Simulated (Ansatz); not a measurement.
Isolated molecules relaxed with PBE0-D4/def2-TZVP in Ansatz; ΔE leaves out vibrations. CCSD(T)/CBS adds triple-zeta CCSD(T) − MP2 to the extrapolated MP2 energy (def2 sets, frozen cores). DFT in def2-TZVPP. B3LYP here is the variant with VWN-RPA as its local correlation; programs differ in this. def2 core potentials past Kr. For Ge, Te outer-core shells are correlated without core-valence functions, which leaves a few kJ/mol of doubt a bond. Scalar relativity is left out up to krypton. One conformer a species, not always the lowest.

`CS[BH][GeH3]` + `OC[TeH]` → `[GeH3][O]C[TeH]` + `BSC`  (cleavage of the Ge–B bond)

Task: Is it downhill or uphill in electronic energy at CCSD(T)/CBS, and by how much? (An estimate is asked.)

Result: Ansatz gave: Downhill: ΔE = -15.0 kJ/mol.

Task: What do these levels give: PBE-D4, B3LYP-D4, PBE, r2SCAN, B3LYP, HF/def2-TZVPP, MP2/def2-TZVPP, CCSD/def2-TZVPP, MP2/def2-QZVPP, SCS-MP2/def2-QZVPP, MP2/CBS(def2), CCSD/CBS(def2)? (Best estimate.)

Result: Ansatz gave: PBE-D4 -2.5, B3LYP-D4 -19.3, PBE -2.0, r2SCAN -11.4, B3LYP -18.6, HF/def2-TZVPP -39.2, MP2/def2-TZVPP -22.7, CCSD/def2-TZVPP -20.9, MP2/def2-QZVPP -21.2, SCS-MP2/def2-QZVPP -27.2, MP2/CBS(def2) -18.7, CCSD/CBS(def2) -16.9 kJ/mol.

Largest T1 diagnostic among the species: 0.014.

From PBE to PBE0 (25 % exact exchange), in def2-TZVPP and without D4, ΔE moves by −3.5 kJ/mol. In def2-TZVPP, CCSD(T) changes the Hartree–Fock value by +20.2 kJ/mol (the triples alone add +2.0 kJ/mol) and MP2 by +16.5 kJ/mol.
